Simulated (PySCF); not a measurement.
Unknown compound

Molecular formula: C₇H₁₂. Simulated spectra:

1H NMR (500 MHz, computed): δ 2.21 (dtt, J = 8.3, 3.3, 2.3 Hz, 1H), 2.07 (m, 2H), 1.63 (m, 2H), 1.62 (m, 2H), 1.45 (qd, J = 7.8, 6.7 Hz, 1H), 1.23 (d, J = 7.8 Hz, 3H), 0.95 (dd, J = 8.3, 6.7 Hz, 1H).

13C{1H} NMR (computed): δ 50.1, 46.0 (2C), 37.0, 31.4 (2C), 15.9.

Calculated, not measured (PySCF): J couplings at B3LYP/pcJ-1 (without the spin–dipole term), KT3/pcSseg-1 with gauge-including orbitals, geometry: PBE0-D3(BJ)/def2-SVP. No solvent model, relativity neglected, a single conformation, one averaged value for each set of equivalent atoms.

Shifts are taken against calculated references (same method and geometry level): TMS for 1H (σref 31.32), 13C (σref 182.31).

Propose a structure and justify it.

Answers


1. The formula gives 2 degrees of unsaturation (2 rings in the answer).
2. 5 carbon signals for 7 carbons: some carbons are equivalent by symmetry or fast rotation.
3. Carbon types of the structure: 3 × CH, 3 × CH2, 1 × CH3, which accounts for all hydrogens.
4. δC 50.1, 46.0: sp3 CH in a ring; aliphatic region, no heteroatom directly attached.
5. δC 37.0, 31.4: sp3 CH2 in a ring; aliphatic region, no heteroatom directly attached.
6. δC 15.9: methyl carbon; saturated and bonded to C and H only.
7. δH 2.21, 1.63, 1.62, 0.95: hydrogen on an sp3 CH2 in a ring.
8. δH 2.07, 1.45: hydrogen on an sp3 CH in a ring.
9. δH 1.23: hydrogen on a methyl carbon; far from electronegative atoms and π systems.
10. The protons at 2.21 and 0.95 share a coupling of 8.3 Hz (geminal).
11. The protons at 1.23 and 1.45 share a coupling of 7.8 Hz (vicinal).

The compound is `InChI=1S/C7H12/c1-5-6-2-3-7(5)4-6/h5-7H,2-4H2,1H3/t5-,6+,7-`.

The shifts were computed for this structure.

Splittings below 1 Hz are ignored in the labels, and close J values are merged. Couplings among chemically equivalent protons are left out too, so labels in AA′BB′ or AA′XX′ sets are apparent multiplicities. Unscaled 3J(H,H) at this level run about 10 % above measured values. Shifts are as computed, not scaled to solution data. Of 1211 compounds with measured shifts, 218 miss one by over three times the rms of a fit or turn the order of signals round; such compounds aren't used in these exercises.
